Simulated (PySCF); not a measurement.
Excited states of P(3+) (phosphorus, charge +3)

Ground state [Ne] 3s2, ¹S. Computed with PySCF 2.14 in aug-cc-pV(T+d)Z with one added diffuse shell each of s, p, d, f type (7s6p5d3f, 71 functions), with no relativity, point nucleus. Vertical excitation energies in eV without spin-orbit coupling; excited terms of each kind are numbered among those the solver found. Frozen: [He] 2s2.

```
 term  leading excitation  EOM-EE-CCSD
1 3P°              3s → p        8.447
1 1P°              3s → p       13.103
 1 3D              3s → d       23.554
 1 1D              3s → d       27.447
 1 3S              3s → s       28.066
 1 1S              3s → s       28.993
2 3P°              3s → p       31.725
2 1P°              3s → p       31.843
 2 3D              3s → d       36.319
 2 1D              3s → d       36.619
1 3F°              3s → f       37.615
1 1F°              3s → f       39.280
```

Doubly excited terms such as np² are absent. The solver can miss terms.
